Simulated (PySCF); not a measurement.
C3H8AlF. Atoms are numbered in the order given.

```xyz
13

Al    -0.3783     1.0858     0.1278
F      0.6614     2.0341    -0.8014
H     -1.3669     1.8907     1.0915
C     -0.3194    -0.8767    -0.0764
C     -0.7162    -1.5946     1.2263
C      1.0057    -1.3996    -0.6549
H     -1.1237    -1.0769    -0.8282
H     -0.8080    -2.6932     1.0735
H      0.0445    -1.4478     2.0233
H     -1.6868    -1.2390     1.6319
H      1.2707    -0.9085    -1.6132
H      0.9627    -2.4961    -0.8408
H      1.8522    -1.2267     0.0436
```
Charge 0, spin multiplicity 1.

Coordinates come from a PBE-D3(BJ)/def2-SVP optimisation. The structure was generated by enumeration; whether it is a known compound was not checked. One conformer was computed; it need not be the lowest.

Level of theory: PBE-D3(BJ)/def2-SVP (PySCF 2.14.0).

Frequencies are harmonic and unscaled.

```csv
mode,ν (cm⁻¹),IR (km/mol),moving atoms (share of kinetic energy)
1,18,0.6,"F 33 %, H 24 %, Al 24 %, C 19 %"
2,104,3.4,"F 39 %, C 37 %, H 20 %"
3,172,3.2,"H 63 %, C 29 %"
4,228,0.0,H 97 %
5,245,1.9,"H 63 %, C 22 %, F 10 %"
6,295,17.4,"C 34 %, H 32 %, Al 21 %, F 13 %"
7,331,8.5,"C 44 %, H 42 %, Al 13 %"
8,470,87.0,"H 54 %, Al 24 %, C 20 %"
9,551,41.4,"C 41 %, H 35 %, Al 21 %"
10,653,136.2,"H 85 %, F 9 %"
11,829,118.2,"F 49 %, Al 44 %"
12,877,20.9,"C 58 %, H 38 %"
13,886,5.2,"H 87 %, C 13 %"
14,934,20.8,"H 88 %, C 11 %"
15,952,0.3,"H 76 %, C 24 %"
16,1082,5.1,"C 70 %, H 30 %"
17,1138,0.3,"H 50 %, C 50 %"
18,1181,1.6,"H 57 %, C 42 %"
19,1260,0.3,"H 73 %, C 27 %"
20,1336,0.4,"H 81 %, C 19 %"
21,1354,1.7,"H 81 %, C 19 %"
22,1405,0.5,H 97 %
23,1423,8.8,H 96 %
24,1424,10.2,H 96 %
25,1433,4.7,H 97 %
26,1885,205.7,H 96 %
27,2903,18.2,H 93 %
28,2941,35.9,H 97 %
29,2944,43.5,H 97 %
30,3016,32.7,"H 91 %, C 9 %"
31,3020,14.3,"H 91 %, C 9 %"
32,3038,20.4,"H 91 %, C 9 %"
33,3052,15.7,"H 91 %, C 9 %"
```
